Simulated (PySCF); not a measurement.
C₆H₁₄AlNO₂.
Numbering: `[CH3:1][N+:2]1([CH3:3])[AlH2-:4][CH2:5][CH2:6][C@@H:7]1[O:8][CH:9]=[O:10]` (hydrogens: H11, H12, H13 on C1; H14, H15, H16 on C3; H17, H18 on Al4; H19, H20 on C5; H21, H22 on C6; H23 on C7; H24 on C9)

Level of theory: PBE0-D3(BJ)/def2-SVP geometry optimisation, gas phase (PySCF 2.14.0).

Entries marked ? are missing. Bonds in one row agree within 0.01 Å.

```
            coordinate    value
                 C1–N2  1.471 Å
                 N2–C3        ?
                N2–Al4  2.105 Å
                Al4–C5  2.005 Å
                 C5–C6        ?
                 C6–C7  1.519 Å
                 C7–O8        ?
                 O8–C9        ?
                C9=O10  1.195 Å
                 N2–C7  1.473 Å
C1–H11, C1–H12, C1–H13  1.098 Å
C3–H14, C3–H15, C3–H16  1.099 Å
               Al4–H17  1.605 Å
               Al4–H18  1.607 Å
                C5–H19  1.101 Å
                C5–H20  1.103 Å
                C6–H21  1.103 Å
                C6–H22  1.102 Å
                C7–H23  1.101 Å
                C9–H24  1.109 Å
              C1–N2–C3   110.2°
             C1–N2–Al4   108.5°
              C1–N2–C7        ?
             C3–N2–Al4   112.4°
              C3–N2–C7   112.0°
             Al4–N2–C7   100.5°
             N2–Al4–C5        ?
             Al4–C5–C6   106.8°
              C5–C6–C7   110.0°
              C6–C7–O8   110.3°
              N2–C7–C6   111.4°
              N2–C7–O8   109.9°
              C7–O8–C9   118.4°
             O8–C9–O10        ?
```

**Question.** Estimate the withheld lengths and angles.

**Answer.** 
- N2–C3 = 1.468 Å, drawn single (ends: nitrogen bonded to Al and 3 C; N-methyl carbon); equal to the sum of covalent radii, 1.47 Å.
- C5–C6 = 1.534 Å, drawn single (both ends ring CH2 carbon); 0.01 Å above the sum of covalent radii, 1.52 Å.
- C7–O8 = 1.427 Å, drawn single (ends: sp3 carbon bound to oxygen; ester single-bonded oxygen); 0.01 Å above the sum of covalent radii, 1.42 Å.
- O8–C9 = 1.339 Å, drawn single (ends: ester single-bonded oxygen; ester carbonyl carbon); 0.05 Å below the sum of covalent radii, 1.39 Å.
- C1–N2–C7 = 112.8°, at the nitrogen bonded to Al and 3 C; the outer atoms are 2.452 Å apart.
- N2–Al4–C5 = 88.4°, at the aluminium bonded to C, N and 2 H, inside a 5-membered ring; the outer atoms are 2.866 Å apart.
- O8–C9–O10 = 126.2°, at the ester carbonyl carbon; the outer atoms are 2.260 Å apart.

Radii are Cordero's, carbon taken as 0.76, 0.73 or 0.69 Å for four, three, and two or fewer neighbours.

No frequency check. One conformer, not necessarily the lowest (C6–C7–O8–C9 128°, C7–O8–C9–O10 1°, C1–N2–Al4–C5 -93°, N2–Al4–C5–C6 0°, Al4–C5–C6–C7 -26°, C5–C6–C7–O8 175°).

Time: 8.3 min wall; peak memory 1.3 GiB. Hardware: one thread, Arm Neoverse V1 (aarch64), shared host with 32 logical CPUs at a one-minute load of 20. That covers the optimisation of the geometry.
